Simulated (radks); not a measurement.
Numerical settings for neutral silver, [Kr] 4d10 5s1. Calculated with a radial shooting solver on a logarithmic mesh with Libxc functionals: non-relativistic Kohn-Sham, r2SCAN, spin-unpolarised, spherical densities, point nucleus; meta-GGA in the generalised Kohn-Sham scheme; relativity is left out, which matters for an element this heavy. The defaults (mesh step 0.008 in ln r, mesh end at 40 bohr or more with all orbitals vanishing there, Anderson mixing 0.5 over 9 steps, residual threshold near 1e-9 with the energy settled to 1e-9 hartree or 1e-11 of itself, here a cap of 60 iterations) give E = -5200.062 hartree and 5s at -3.888 eV in 12 iterations. Run on one thread of a shared host, so times are rough (Intel(R) Xeon(R) Platinum 8488C): 0.11 s of CPU time, 0.11 s wall, 12 iterations on 2725 mesh points. Changes against that run (0 stands for a change within the tolerance of the run):

mesh step in ln r 0.003: iterations 12; converged yes; E (mhartree) 0; e(5s) (meV) 0; CPU (s) 0.26
mesh step in ln r 0.12: iterations 2; converged no; E (mhartree) diverged; CPU (s) 0.01
mesh step in ln r 0.08: iterations 12; converged yes; E (mhartree) +3.97; e(5s) (meV) +0.0429; CPU (s) 0.02
mesh end (bohr) 8: iterations 12; converged yes; E (mhartree) +3.25; e(5s) (meV) +200; CPU (s) 0.1
mesh end (bohr) 20: iterations 12; converged yes; E (mhartree) 0; e(5s) (meV) 0; CPU (s) 0.11
residual threshold 1e-13: iterations 60; converged no; E (mhartree) 0; e(5s) (meV) +0.0197; CPU (s) 0.31
residual threshold 0.1: iterations 9; converged yes; E (mhartree) 0; e(5s) (meV) +1.31; CPU (s) 0.09
mixing 1: iterations 12; converged yes; E (mhartree) 0; e(5s) (meV) +0.0256; CPU (s) 0.1
linear mixing, mixing 0.5: iterations 22; converged yes; E (mhartree) 0; e(5s) (meV) +0.0652; CPU (s) 0.15
linear mixing, mixing 1: iterations 60; converged no; E (mhartree) +1.27e+05; e(5s) (meV) +3.89e+03; CPU (s) 1.2
mixing history 20: iterations 13; converged yes; E (mhartree) 0; e(5s) (meV) +0.0233; CPU (s) 0.1
iteration cap 5: iterations 5; converged no; E (mhartree) +0.104; e(5s) (meV) +71.8; CPU (s) 0.06

Settings that end as converged yet miss the energy by more than 1 mhartree: mesh step in ln r 0.08 (+0.00397 hartree); mesh end (bohr) 8 (+0.00325 hartree). A mesh that ends early acts as a hard wall.
